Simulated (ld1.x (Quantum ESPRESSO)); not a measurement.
**u(r) = r·R(r): atom against pseudo-atom (Mg (Z = 12))**

Columns: radius, all-electron u(r) and pseudo u(r) of the 3s shell (level -7.85 eV) of magnesium in the configuration [Ne] 3s1.5 3p0; BLYP, scalar-relativistic, PAW scheme, ld1.x (Quantum ESPRESSO) 7.5.

```csv
r (bohr),all-electron,pseudo
0.140,0.0610,0.0565
0.280,-0.1605,0.1126
0.420,-0.2623,0.1679
0.560,-0.2465,0.2218
0.700,-0.1632,0.2739
0.840,-0.0503,0.3239
0.980,0.0694,0.3712
1.120,0.1837,0.4156
1.260,0.2862,0.4565
1.400,0.3743,0.4937
1.540,0.4474,0.5268
1.680,0.5059,0.5555
1.820,0.5509,0.5794
1.960,0.5837,0.5985
2.100,0.6059,0.6124
2.240,0.6189,0.6210
2.380,0.6239,0.6243
2.520,0.6221,0.6221
2.660,0.6146,0.6146
2.800,0.6025,0.6025
2.940,0.5865,0.5865
3.080,0.5676,0.5676
3.220,0.5465,0.5465
3.360,0.5238,0.5238
3.500,0.5000,0.5000
3.640,0.4755,0.4755
```

**Question.** How many radial nodes do the two functions have?

**Answer.** The all-electron 3s function has n − l − 1 = 2; the pseudo-wave has 0, since the states of the same l below it are removed with the core.

**Question.** At about which radius was the pseudo-wave matched?

**Answer.** 2.55 bohr. The columns agree to 0.0005 from 2.38 bohr on; several derivatives are matched, so the curves merge somewhat inside the radius.

**Question.** Where does each function peak?

**Answer.** Outermost all-electron maximum near 2.38 bohr, pseudo maximum near 2.38 bohr (to the table’s step).

**Question.** Is the pseudo-wave norm-conserving?

**Answer.** No, it belongs to a PAW set: the norm inside the radius is not constrained, and the difference is carried by the augmentation charge.
